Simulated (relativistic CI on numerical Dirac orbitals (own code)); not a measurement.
# Fe+ in a cubic cluster: L2,3 absorption with charge transfer

Computed with a charge-transfer multiplet model of a cubic metal-ligand cluster with up to 2 ligand holes, Slater and spin-orbit integrals from Dirac-Coulomb-Breit ions, Slater integrals scaled by 0.8. The ground state mixes d7 with configurations of k ligand holes L, whose averages lie at kΔ + k(k − 1)U_dd/2; a core hole lowers each added d electron by U_cd. 20 K, Lorentzian 0.4 eV and Gaussian 0.3 eV FWHM.

Atomic integrals in eV (Slater integrals scaled, ζ unscaled), ground: F2dd 7.751, F4dd 4.773, zeta_d 0.042; with the core hole: F2dd 8.441, F4dd 5.207, zeta_d 0.059, zeta_core 8.141, F2cd 4.939, G1cd 3.627, G3cd 2.059.

Cluster parameters (eV): U_dd = 6.4, U_cd = 8, 10Dq = 0.8, 10Dq(ligand) = 0.9, V(eg) = 1.35, V(t2g) = -0.61, final-state hopping factor = 1.

```csv
Case,n_d,d7,d8L,d9L2,S
Δ = 5 eV,7.08,0.92,0.08,0.00,1.50
Δ = 6 eV,7.07,0.94,0.06,0.00,1.50
Δ = 7 eV,7.05,0.95,0.05,0.00,1.50
Δ = 8 eV,7.04,0.96,0.04,0.00,1.50
Δ = 10 eV,7.03,0.97,0.03,0.00,1.50
```

Weights, n_d and S are thermal averages at 20 K. Photon energies count from the first peak over 30 % of the highest in each spectrum, which can be another peak from case to case. The parameters are a model scan and need not match a compound or its usual spin state. Peaks in eV (height, largest 100):
- Δ = 5 eV: 0.0 (61), 1.0 (95), 1.5 (91), 2.5 (100), 14.6 (30), 14.9 (29)
- Δ = 6 eV: 0.0 (61), 1.0 (98), 1.5 (92), 2.5 (100), 14.6 (32)
- Δ = 7 eV: 0.0 (59), 0.9 (98), 1.5 (92), 2.5 (100), 14.6 (34)
- Δ = 8 eV: 0.0 (60), 1.0 (100), 1.6 (94), 2.6 (100), 14.7 (35), 15.9 (6)
- Δ = 10 eV: 0.0 (58), 0.9 (100), 1.6 (94), 2.5 (99), 14.6 (36), 16.0 (6)

Curve for Δ = 10 eV (points under 2 left out, the grid thinned):

| E (eV) | Intensity |
| --- | --- |
| -1.9 | 2.1 |
| -1.6 | 2.7 |
| -1.4 | 3.3 |
| -1.1 | 4.6 |
| -0.8 | 7.5 |
| -0.5 | 15.7 |
| -0.3 | 31.7 |
| 0.0 | 58.4 |
| 0.3 | 41.0 |
| 0.6 | 65.5 |
| 0.8 | 94.5 |
| 1.1 | 93.9 |
| 1.4 | 89.3 |
| 1.6 | 93.9 |
| 1.9 | 64.1 |
| 2.2 | 66.6 |
| 2.5 | 99.3 |
| 2.7 | 83.7 |
| 3.0 | 50.2 |
| 3.3 | 33.7 |
| 3.6 | 22.0 |
| 3.8 | 17.4 |
| 4.1 | 13.5 |
| 4.4 | 10.6 |
| 4.6 | 9.1 |
| 4.9 | 7.0 |
| 5.2 | 4.7 |
| 5.5 | 2.6 |
| 5.7 | 2.0 |
| 13.1 | 3.1 |
| 13.4 | 6.0 |
| 13.7 | 15.7 |
| 13.9 | 22.7 |
| 14.2 | 26.1 |
| 14.5 | 35.3 |
| 14.7 | 36.3 |
| 15.0 | 27.0 |
| 15.3 | 14.2 |
| 15.6 | 6.7 |
| 15.8 | 5.7 |
| 16.1 | 5.6 |
| 16.4 | 4.8 |
| 16.7 | 3.1 |
| 16.9 | 2.6 |
| 17.2 | 2.1 |

For the case Δ = 7 eV, Δ = 7 eV is larger than U_dd = 6.4 eV, the Mott-Hubbard side of the Zaanen-Sawatzky-Allen scheme. With the core hole the configuration with one ligand hole lies at Δ + U_dd − U_cd = 3.4, 4.4, 5.4, 6.4, 8.4 eV from the one without, in the order of the table; where this is negative the screened configuration lies lower.
